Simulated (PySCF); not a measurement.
C₄H₅ (SMILES [CH-]1[C@@H]2C[C@H]12), charge -1, singlet, at a GFN2-xTB geometry (in this run its highest filled SCF level lies above zero, so its values depend strongly on the basis, on diffuse functions most of all). Base run: B3LYP/def2-SVP run with PySCF.

PySCF was given this input:
```python
from pyscf import gto, scf, dft

mol = gto.M(
    atom='''
C    -0.01348128    1.18155902    0.44895058
C     0.00640291   -1.09047136    0.32460397
C     0.75400431    0.06221722   -0.26521490
C    -0.75049844    0.04972316   -0.27751056
H    -0.01520664    2.09591209   -0.26903994
H    -0.00145211   -1.21255464    1.40980063
H     0.01870869   -2.05397794   -0.20208349
H     1.39180994   -0.01229614   -1.15053042
H    -1.37242485   -0.03525157   -1.17312134
''',
    basis='def2-svp',
    charge=-1,
    verbose=4,
)

mf = dft.RKS(mol)
mf.xc = 'b3lyp'
mf.kernel()
```

The base run was repeated with changes; each row names its change, and settings that it needs were set with it.

```json
[
 {"change": "base", "E (Eh)": "-155.14658", "HOMO (eV)": "2.53", "HOMO-LUMO gap (eV)": "3.95", "core-seconds (rough)": "6"},
 {"change": "functional = pw6b95", "E (Eh)": "-155.35279", "HOMO (eV)": "2.23", "HOMO-LUMO gap (eV)": "4.60", "core-seconds (rough)": "10"},
 {"change": "functional = pbe0; dispersion = d4", "E (Eh)": "-154.96695", "HOMO (eV)": "2.30", "HOMO-LUMO gap (eV)": "4.48", "core-seconds (rough)": "6"},
 {"change": "functional = blyp; dispersion = d4", "E (Eh)": "-155.07219", "HOMO (eV)": "3.59", "HOMO-LUMO gap (eV)": "2.38", "core-seconds (rough)": "7"},
 {"change": "functional = m062x", "E (Eh)": "-155.07565", "HOMO (eV)": "1.17", "HOMO-LUMO gap (eV)": "6.43", "core-seconds (rough)": "10"},
 {"change": "functional = wb97x", "E (Eh)": "-155.10834", "HOMO (eV)": "0.00", "HOMO-LUMO gap (eV)": "8.88", "core-seconds (rough)": "20"},
 {"change": "functional = o3lyp", "E (Eh)": "-155.09969", "HOMO (eV)": "2.98", "HOMO-LUMO gap (eV)": "3.31", "core-seconds (rough)": "8"},
 {"change": "functional = bp86", "E (Eh)": "-155.14989", "HOMO (eV)": "3.32", "HOMO-LUMO gap (eV)": "2.61", "core-seconds (rough)": "6"},
 {"change": "functional = pbe; dispersion = d3bjm", "E (Eh)": "-154.94848", "HOMO (eV)": "3.44", "HOMO-LUMO gap (eV)": "2.50", "core-seconds (rough)": "8"},
 {"change": "functional = b3lyp; dispersion = d3bjm", "E (Eh)": "-155.15854", "HOMO (eV)": "2.53", "HOMO-LUMO gap (eV)": "3.95", "core-seconds (rough)": "9"},
 {"change": "functional = m06l", "E (Eh)": "-155.13887", "HOMO (eV)": "3.26", "HOMO-LUMO gap (eV)": "3.46", "core-seconds (rough)": "10"},
 {"change": "functional = b3lyp; dispersion = d4", "E (Eh)": "-155.15720", "HOMO (eV)": "2.53", "HOMO-LUMO gap (eV)": "3.95", "core-seconds (rough)": "9"},
 {"change": "functional = blyp; dispersion = d3bj", "E (Eh)": "-155.06850", "HOMO (eV)": "3.59", "HOMO-LUMO gap (eV)": "2.38", "core-seconds (rough)": "7"}
]
```

Absolute energies of different levels of theory aren't comparable as measures of quality.
